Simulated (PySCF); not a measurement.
Species: C6H8N (doublet state).
Geometry (GFN2-xTB, Å), atoms numbered from 1 in this order:
```xyz
15
C6H8N angstrom
C      3.1026   -0.8394    0.5217
C      1.8485   -0.5025    0.1573
C      0.7201   -0.2147   -0.2199
C     -0.6341    0.1934   -0.5253
C     -1.6058   -0.9907   -0.5039
C     -0.9851    1.2058    0.5357
N     -1.1004    2.4159    0.2331
H      3.9453   -0.2635    0.1843
H      3.2813   -1.6840    1.1628
H     -0.6583    0.6947   -1.4988
H     -1.5986   -1.4728    0.4719
H     -2.6150   -0.6464   -0.7190
H     -1.3172   -1.7238   -1.2534
H     -1.0825    0.7844    1.5460
H     -1.3054    3.0516    1.0006
```

The hyperfine couplings belong to this conformer and change with its torsions.

The species is `[H]/N=C/[C@H](C)C#C[CH2]` [radical].

Computed, not measured: PySCF, UKS B3LYP, pcH-1 on C H N, non-relativistic, mean-field spin-orbit, GIAO. Geometry: GFN2-xTB, one conformer, isolated molecule. Couplings are sensitive to structure, and on GFN2-xTB geometries they can be far from those on DFT ones. Stability of the SCF solution: not tested.

The largest Mulliken spin populations are on C1 (+0.77), C3 (+0.53) and C2 (-0.26). The positive populations add up to 1.37 and the negative ones to -0.37, together 2S = 1. The angles at C1 add up to 360.0°, so it is planar; its axial dipolar tensor and the negative couplings of its protons fit spin in a p orbital normal to that plane.

McConnell's relation a(H) = Q·ρ ties the coupling of a proton on a planar π carbon to the spin population of that carbon. What Q do the computed values give?

```csv
H,C,ρ(C),a(H) (G),a/ρ (G)
H8,C1,+0.774,-18.40,-23.8
H9,C1,+0.774,-18.37,-23.7
```

These protons share one ρ (within 0.01), so their mean ratio, Q = -23.7 G, is no test of linearity. In every row coupling and population have opposite signs.

Couplings in gauss use g_iso = 2.0028.

Time: 57 s wall, 48 s CPU (with the writing of density and orbital grids); peak memory 0.99 GiB. Hardware: one thread of an Arm Neoverse V2, shared host with 32 logical CPUs at a one-minute load of 20.
